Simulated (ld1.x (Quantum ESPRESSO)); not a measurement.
H (Z = 1), TM: configuration errors across variants

```
Element                 : H (Z = 1)
Generator               : ld1.x (Quantum ESPRESSO) 7.5
Type                    : norm-conserving Troullier–Martins (Kleinman–Bylander form)
Functional              : LDA (PZ)
Relativity              : scalar-relativistic
Frozen core             : none
Valence charge          : 1
Reference configuration : 1s1
Partial waves           : 1s (bound): rc 1.25 bohr; 2p channel at 0.45 Ry: rc 1.20 bohr
Local potential         : the p channel
Core correction         : none
```

All-electron excitation energies from the reference (eV): (1) 1s0.5 4.645; (2) 1s1 spin -0.897; (3) 1s0.5 spin 4.258.

Spin tests fill each open shell by Hund’s rule, majority spin first.

1 further variants failed, have other tests or another functional or relativity, and are left out.

Errors AE − PS in meV (a dash: test not solved or not reliable):

| change | (1) | (2) | (3) | bound ghosts |
| --- | --- | --- | --- | --- |
| base | +1.6 | -4.6 | -1.3 | none |
| wave 2p channel at 0.45 Ry: rc 1.20 bohr becomes 2p channel at 0.15 Ry: rc 1.20 bohr | +1.6 | -4.6 | -1.3 | none |
| all radii scaled by about 1.33 (s 1.66, p 1.60 bohr) | +5.3 | -12 | -2.4 | none |
| type PAW; waves now 1s (bound): rcut 1.10, rcutus 1.25 bohr; 1s channel at 2.75 Ry: rcut 1.10, rcutus 1.25 bohr; 2p channel at 0.45 Ry: rcut 1.05, rcutus 1.20 bohr; local potential all-electron potential smoothed inside 0.95 bohr (lloc = -1); augmentation PSQ, radius 1.10 bohr | 0.0 | 0.0 | 0.0 | none |
| local potential the s channel | +1.4 | -4.7 | -1.7 | none |
| wave 1s (bound): rc 1.25 bohr becomes 1s (bound): rc 1.02 bohr | +0.6 | -2.1 | -0.7 | none |
| type PAW; waves now 1s (bound): rcut 1.10, rcutus 1.25 bohr; 1s channel at 0.35 Ry: rcut 1.10, rcutus 1.25 bohr; 2p channel at 0.45 Ry: rcut 1.05, rcutus 1.20 bohr; 2p channel at 0.5 Ry: rcut 1.05, rcutus 1.20 bohr; local potential all-electron potential smoothed inside 0.95 bohr (lloc = -1); augmentation PSQ, radius 1.00 bohr | 0.0 | 0.0 | 0.0 | none |
| wave 2p channel at 0.45 Ry: rc 1.20 bohr becomes 2p channel at 0.45 Ry: rc 1.28 bohr | +1.6 | -4.6 | -1.3 | none |

Q: Give the same row for: wave 2p channel at 0.45 Ry: rc 1.20 bohr becomes 2p channel at 0.45 Ry: rc 1.62 bohr.

A: +1.6, -4.5, -1.2; bound ghosts: none.
